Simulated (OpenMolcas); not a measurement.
# Se4+: effect of the basis set

| Item | Value |
| --- | --- |
| Program | OpenMolcas |
| Method | MS-RASPT2, IPEA 0.25 Eh, imaginary shift 0.1 Eh (closed shells correlated: 3d) |
| Active space | 2 electrons in 9 orbitals (RAS2 4s 4p; RAS3 4d, at most 2 electrons) |
| State averaging | 2S+1 = 3 even, 3 roots; 2S+1 = 1 even, 7 roots; 2S+1 = 3 odd, 3 roots; 2S+1 = 1 odd, 3 roots |
| Spin-orbit coupling | RASSI with atomic mean-field integrals over the reference wave functions, term energies averaged over their components |

A. ANO-RCC-VTZP [6s5p3d1f], DKH2, point nucleus; CASPT2 step about 5 core-seconds
B. ANO-RCC-VQZP [7s6p4d2f1g], DKH2, point nucleus; CASPT2 step about 6 core-seconds
C. ANO-R2 [6s6p4d3f1g], X2C, finite nucleus; CASPT2 step about 7 core-seconds
D. ANO-RCC [9s8p6d4f2g], DKH2, point nucleus; CASPT2 step about 16 core-seconds

Energies in cm⁻¹ above 4s² ¹S₀, the measured ground level; measured values from the list in Rauch et al., Astron. Astrophys. 606, A105 (2017).

```csv
Level,A,B,C,D,Measured
4s² ¹S₀,0.0,0.0,0.0,0.0,0.0
4s 4p ³P°₀,87040,87520,88870,88260,89749
4s 4p ³P°₁,88480,88940,90260,89690,91350
4s 4p ³P°₂,91650,92060,93350,92850,94960
4s 4p ¹P°₁,132940,132230,130520,131710,131733
4p² ¹D₂,209750,210280,211170,211250,213203
4p² ³P₀,210100,210270,209890,210660,211794
4p² ³P₁,212040,212180,211800,212620,214091
4p² ³P₂,215700,215840,215670,216420,218615
```

Deviations, from unrounded energies. A percentage is the sum of absolute deviations over the sum of measured energies, with the sign that they share, or ± where signs differ.

```tsv
Against measurement	Levels	A	B	C	D
mean absolute deviation (cm-1)	8	2500	2100	1700	1500
other configurations (%)	8	±1.6	±1.4	-1.1	-1.0
```

D lies closest to measurement on these levels and A furthest from it. The largest miss of D in the table is 4p² ³P₂, by -2200 cm-1. The ranking rests on the paired levels alone, and a cruder setting can come out closer through cancelling errors.

Among A to D the level of the table that moves most is 4s 4p ¹P°₁, by 2400 cm-1 (lowest in C, highest in A). Moves below CASPT2's spread within the term are not significant.

CASPT2 breaks the degeneracy within a term, and the mean is taken; among the terms shown or strongly mixed into the levels shown the widest spread is 19 cm-1 (4p² ¹D, C). Active for correlation alone: 4d; no level in the range computed is led by a configuration that fills it, so any true level of that kind is missing. Some terms mix strongly with configurations of 4d, whose occupation reaches 0.21 (4p² ¹D). Computed and measured levels are paired by configuration, term and J; levels that our copy of the source lacks, or whose pairing is in doubt (as where it misses far off the trend of its configuration), stay unpaired and out of the deviations. Levels of configurations outside the active space are missing. Levels that lie high or do not pair safely by name in every column are left out.

° marks odd parity.
